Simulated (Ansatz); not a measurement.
Start from `[F][SnH2][F]` and change one element to get `F[SiH2]F`.

Ansatz, PBE0-D4/def2-TZVP geometries, multiplicity 1. 

Elements past krypton have def2 core potentials.

```
                                        property  `[F][SnH2][F]`
size of the dipole moment (B3LYP/def2-TZVPP) / D            3.43
           HOMO energy (ωB97M-V/def2-TZVPP) / eV          -12.12
              LUMO energy (PBE0/def2-TZVPP) / eV           -0.96
               LUMO energy (PBE/def2-TZVPP) / eV           -1.95
               HOMO energy (PBE/def2-TZVPP) / eV           -8.30
         HOMO–LUMO gap (ωB97M-V/def2-TZVPP) / eV           12.83
```

**Question.** Give the same properties after the change, and the shifts. (Estimate.)

**Answer.** Computed: 
```
                                        property  `F[SiH2]F`  shift
size of the dipole moment (B3LYP/def2-TZVPP) / D        1.47  -1.96
           HOMO energy (ωB97M-V/def2-TZVPP) / eV      -12.16  -0.04
              LUMO energy (PBE0/def2-TZVPP) / eV        0.31   1.27
               LUMO energy (PBE/def2-TZVPP) / eV       -0.57   1.38
               HOMO energy (PBE/def2-TZVPP) / eV       -8.36  -0.06
         HOMO–LUMO gap (ωB97M-V/def2-TZVPP) / eV       14.19   1.36
```

Dipoles are sizes alone; their direction can turn.

B3LYP here is the variant with VWN-RPA as its local correlation; programs differ in this.
